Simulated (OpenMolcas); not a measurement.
## Pb: effect of the IPEA shift

```
Program             : OpenMolcas 26.06
Basis               : ANO-RCC-VQZP [9s8p6d4f3g]
Scalar Hamiltonian  : DKH2, point nucleus
Active space        : 2 electrons in 3 orbitals (6p)
State averaging     : 2S+1 = 3 even, 3 roots; 2S+1 = 1 even, 6 roots
Spin-orbit coupling : state interaction with AMFI integrals over the reference wave functions, term energies averaged over their components
```

Methods on the same reference wave functions:
A. CASSCF
B. SS-CASPT2, IPEA 0 Eh, imaginary shift 0.1 Eh (closed shells correlated: 5d 6s)
C. SS-CASPT2, IPEA 0.25 Eh, imaginary shift 0.1 Eh (closed shells correlated: 5d 6s)

Energies in cm⁻¹ above 6s² 6p² ³P₀, the measured ground level; measured values from NIST Handbook of Basic Atomic Spectroscopic Data.

| Level | A | B | C | Measured |
| --- | --- | --- | --- | --- |
| 6s² 6p² ³P₀ | 0.0 | 0.0 | 0.0 | 0.0 |
| 6s² 6p² ³P₁ | 6202 | 6770 | 6740 | 7819 |
| 6s² 6p² ³P₂ [60 %] | 9826 | 9730 | 9600 | 10650 |
| 6s² 6p² ¹D₂ [60 %] | 19774 | 19030 | 18830 | 21458 |
| 6s² 6p² ¹S₀ | 30667 | 26730 | 26910 | 29467 |

Deviations, from unrounded energies. A percentage is the sum of absolute deviations over the sum of measured energies, with the sign that they share, or ± where signs differ.

```csv
Against measurement,Levels,A,B,C
mean absolute deviation (cm-1),4,1300,1800,1800
fine structure of the ground term (%),2,-13.2,-10.6,-11.5
other terms of the ground configuration (%),2,±5.7,-10.2,-10.2
```

A lies closest to measurement on these levels and C furthest from it. The largest miss of A in the table is 6s² 6p² ¹D₂ [60 %], by -1700 cm-1. The ranking rests on the paired levels alone, and a cruder setting can come out closer through cancelling errors.

Between B and C the level of the table that moves most is 6s² 6p² ¹D₂ [60 %], by 190 cm-1 (lowest in C, highest in B). Moves below CASPT2's spread within the term are not significant.

The mean deviations of B to C differ by less than CASPT2's widest spread within a term (130 cm-1), so their order carries little weight.

From A to B the spin-free energies of the other terms of 6s² 6p² shown, above ³P, scale by factors of 0.72 to 0.73.

The lowest spin-free term lies below A's lowest term by 0.485 hartree in B, 0.477 hartree in C.

CASPT2 does not keep the components of a term degenerate, so their means are used; among the terms shown or strongly mixed into the levels shown the widest spread is 130 cm-1 (6s² 6p² ¹D, C). Spin-orbit splittings of 6p shells tend to come out small when the coupling is added on scalar orbitals. With the s shell closed, the reference lacks s² → p² mixing. Measured partners are found by configuration, term and J. A level has none where our copy of the source lacks it or the pairing is in doubt (some pairs that miss far off the trend of their configuration count as doubtful), and it then counts in no deviation. Where the source uses jj or jK labels, the order within each J decides. Levels of configurations outside the active space are missing.

A share in square brackets marks a mixed level and gives the weight of the term that names it, the lowest over the columns.
